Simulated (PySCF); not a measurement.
## SbO: from constants to spectrum

PBE0 constants of SbO, ⁴Π (quartet), unpaired electrons π ↑↑↑, a second solution, started from another occupation (PySCF, scalar-relativistic core potentials, basis sets Sb cc-pVTZ-PP with ECP28, O cc-pVTZ; masses 120.9038 and 15.9949 u):

| Item | Value |
| --- | --- |
| ωe | 579.1 cm⁻¹ |
| ωexe | 2.57 cm⁻¹ |
| Be | 0.28632 cm⁻¹ |
| αe | 0.00186 cm⁻¹ |
| D (centrifugal) | 2.8e-07 cm⁻¹ |

(1) Give the vibrational terms G(v) and spacings up to v = 6.

These are scalar-relativistic numbers at best; spin–orbit coupling would shift them, the dissociation energy most.

Answers

(1) G(v) = ωe(v+½) − ωexe(v+½)².

| v | G(v) (cm⁻¹) | G(v) − G(v−1) | Bv (cm⁻¹) |
| --- | --- | --- | --- |
| 0 | 288.9 |  | 0.2854 |
| 1 | 862.9 | 574.0 | 0.2835 |
| 2 | 1431.7 | 568.8 | 0.2817 |
| 3 | 1995.4 | 563.7 | 0.2798 |
| 4 | 2553.9 | 558.5 | 0.2780 |
| 5 | 3107.3 | 553.4 | 0.2761 |
| 6 | 3655.6 | 548.3 | 0.2742 |
